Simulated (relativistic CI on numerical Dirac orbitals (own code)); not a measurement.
# What each ingredient does to the levels of Hf XXXVI

Base calculation: Dirac-Coulomb-Breit CI, orbitals from a KLI potential per configuration, model QED (radiative potential, 1s self-energy scaled to tabulated hydrogen-like ionisation energies), unscaled Slater integrals.

Configuration list (outside the closed core [Ar] 3d10): 4s2 4p6 4d, 4s2 4p6 4f, 4s2 4p5 4d2, 4s 4p6 4d2, 4s2 4p5 4d 4f, 4s 4p6 4d 4f, 4s2 4p6 5s, 4s2 4p6 5p, 4s2 4p6 5d, 4s2 4p5 4d 5s, 4p6 4d2 4f, 4s2 4p6 5f, 4s2 4p5 4d 5p, 4s 4p6 4f 5s, 4s2 4p6 5g, 4s 4p6 4d 5s, 4s2 4p5 4d 5d, 4p6 4d3, 4p5 4d4, 4p5 4d3 4f, 4p6 4d 4f2, 4p6 4f3, 4p5 4d2 4f2, 4p5 4d 4f3, 4p6 4f2 5s, 4s 4p6 4f2, 4s 4p5 4f3, 4s 4p6 4f 5p, 4s 4p5 4f2 5p, 4p6 4f2 5p. Double excitations out of closed p, d and f shells are left out; levels of such configurations are missing from the list, as are those of other unlisted configurations, and high levels can miss mixing partners. These lack a partner that the ground configuration has and come out too high: 4s2 4p5 4d 5s, 4s2 4p5 4d 5p, 4s2 4p5 4d 5d, 4s2 4p6 5d, 4s2 4p6 5f.

The lowest level and the first level of each name with at least 55 % of one term (blank where a level has no safe partner in the second run):

```tsv
Level	Base (cm⁻¹)	Shift (cm⁻¹)
4s2 4p6 4d 2D_3/2	0	0
4s2 4p6 4d 2D_5/2	132166	+21
4s2 4p5 4d2 4D°_1/2	1169537	+7474
4s2 4p5 4d2 4G°_9/2	1305886	+5327
4s2 4p5 4d2 2P°_1/2	1500729	-2773
4s2 4p5 4d2 2P°_3/2	1587837	-10501
4s2 4p6 4f 2F°_7/2	1690377	-7251
4s 4p6 4d2 4F_3/2	2576467	+17804
4s2 4p5 4d 4f 4G_5/2	2689387	+13624
4s 4p6 4d2 4F_7/2	2705437	+16792
4s 4p6 4d2 4P_3/2	2727225	+14216
4s2 4p5 4d 4f 4G_7/2	2731030	+10700
4s2 4p5 4d 4f 4D_1/2	2763995	+6588
```

At this charge energies of transitions that change n are usually good to better than 1 %, and those within a shell (Δn = 0) to a few per cent.

(1) One thing was changed in a second run, which moved the levels as shown. Which?
A. QED terms removed
B. one mean potential for all configurations
C. configuration mixing switched off
D. Breit term removed
E. valence Slater integrals scaled by 0.9

Results:

(1) E. Valence Slater integrals scaled by 0.9. Scaling acts on the splittings between terms and on the mixing, and leaves the fine structure of pure LS terms nearly alone; in jj coupling it moves the levels of one term differently.

LS names give the leading component of a level, which can be under half, so a name can repeat, a term be missing and a line seem to break the LS rules.
